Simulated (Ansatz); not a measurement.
Reaction (ligand exchange at the Sn–S bond): `C[O][SnH2][SH]` + HBr → `C[O][SnH2][Br]` + H₂S

Gas-phase electronic energies from Ansatz, PBE0-D4/def2-TZVP geometries. CCSD(T)/CBS is the MP2 limit (def2-TZVPP, def2-QZVPP) plus CCSD(T) − MP2 in def2-TZVPP, frozen cores. This one scheme is used for every species. Elements past krypton have def2 core potentials. For Br, Sn outer-core shells are correlated without core-valence functions, which leaves a few kJ/mol of doubt a bond. Scalar relativity is left out up to krypton. One conformer a species, not always the lowest.

```json
{"species": "`C[O][SnH2][SH]`", "HF/CBS(def2) energy (Eh)": "-727.20343"}
{"species": "HBr", "HF/CBS(def2) energy (Eh)": "-2573.05821"}
{"species": "`C[O][SnH2][Br]`", "HF/CBS(def2) energy (Eh)": "-2901.56462"}
{"species": "H₂S", "HF/CBS(def2) energy (Eh)": "-398.72106"}
```

(1) Work out ΔE.

Largest T1 diagnostic among the species: 0.013.

## Answers

(1) ΔE = (-2901.56462) + (-398.72106) − (-727.20343) − (-2573.05821) = -0.02404 Eh = -0.65 eV. CCSD(T)/CBS gives -0.55 eV.

In def2-TZVPP, CCSD(T) changes the Hartree–Fock value by +0.15 eV (the triples alone add +0.02 eV) and MP2 by +0.14 eV.
